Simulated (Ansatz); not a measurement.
`B[SiH2]N[SiH2]F` + `N[SiH](O)F` → `B[SiH2]N` + `O[SiH](F)N[SiH2]F`  (redistribution)

Gas-phase electronic energies from Ansatz, PBE0-D4/def2-TZVP geometries. CCSD(T)/CBS adds triple-zeta CCSD(T) − MP2 to the extrapolated MP2 energy (def2 sets, frozen cores). This one scheme is used for every species. Functionals use def2-TZVPP. B3LYP here is the variant with VWN-RPA as its local correlation; programs differ in this. One conformer a species, not always the lowest.

`B[SiH2]N[SiH2]F`:

```xyz
12

B    -0.139    1.581    0.653
Si   -1.088    0.502   -0.772
N    -0.209   -1.021   -0.732
Si    1.072   -1.203    0.358
F     0.774   -0.050    1.483
H    -0.701    1.937    1.644
H     0.893    2.118    0.373
H    -1.013    1.117   -2.130
H    -2.532    0.217   -0.530
H    -0.558   -1.818   -1.242
H     2.421   -0.861   -0.143
H     1.081   -2.518    1.039
```

`N[SiH](O)F`:

Z-matrix (Å, degrees):
```
Si
O 1 1.629
F 1 1.596 2 112.6
N 1 1.699 2 110.7 3 116.3
H 1 1.474 2 104.5 3 -115.6
H 2 0.959 1 117.0 3 -71.5
H 4 1.007 1 120.5 2 -153.1
H 4 1.006 1 121.6 2 56.5
```

`B[SiH2]N`:

```xyz
9

B    -1.193    0.903    0.672
Si   -0.155   -0.355   -0.489
N     1.435   -0.626    0.122
H    -0.672    1.639    1.460
H    -2.381    0.987    0.555
H    -0.225    0.267   -1.859
H    -0.814   -1.684   -0.629
H     2.049   -1.283   -0.330
H     1.956    0.151    0.497
```

`O[SiH](F)N[SiH2]F`:

Cartesian coordinates in Å:
```
O 0.130 -1.607 -1.958
Si -0.173 -1.286 -0.390
F 0.395 -2.564 0.362
N 0.606 0.139 0.149
Si -0.068 1.466 0.996
F -0.514 2.632 -0.005
H -0.025 -0.910 -2.596
H -1.607 -1.158 -0.072
H 1.590 0.216 -0.076
H 0.953 2.056 1.889
H -1.285 1.015 1.701
```

Question: Is it downhill or uphill in electronic energy at CCSD(T)/CBS, and by how much? (Best estimate.)

Answer: Ansatz gave: Nearly level: ΔE = +1.0 kJ/mol.

Question: What do these levels give: LDA (SPW92), PBE0-D4, B3LYP-D4, r2SCANh-D4, ωB97X-V, revPBE, BLYP, r2SCAN, B3LYP, RPA@PBE/def2-TZVPP, MP2/def2-SVP, CCSD/def2-TZVPP? (Estimate.)

Answer: The calculation gave: LDA (SPW92) 20.4, PBE0-D4 4.1, B3LYP-D4 0.8, r2SCANh-D4 5.1, ωB97X-V 3.2, revPBE -5.7, BLYP -6.2, r2SCAN 5.2, B3LYP -5.1, RPA@PBE/def2-TZVPP 1.5, MP2/def2-SVP 12.6, CCSD/def2-TZVPP -2.0 kJ/mol.

Largest T1 diagnostic among the species: 0.012.

At CCSD(T), def2-SVP lies +10.8 kJ/mol from the extrapolated value and def2-TZVPP +0.5 kJ/mol. The D4 term adds +5.9 kJ/mol with B3LYP and +2.8 kJ/mol with PBE0; it sums over pairs of atoms, weighted by their polarisabilities, and B3LYP, whose exchange is more repulsive, gets the larger term. In def2-TZVPP, CCSD(T) changes the Hartree–Fock value by +20.7 kJ/mol (the triples alone add +3.4 kJ/mol) and MP2 by +22.6 kJ/mol.
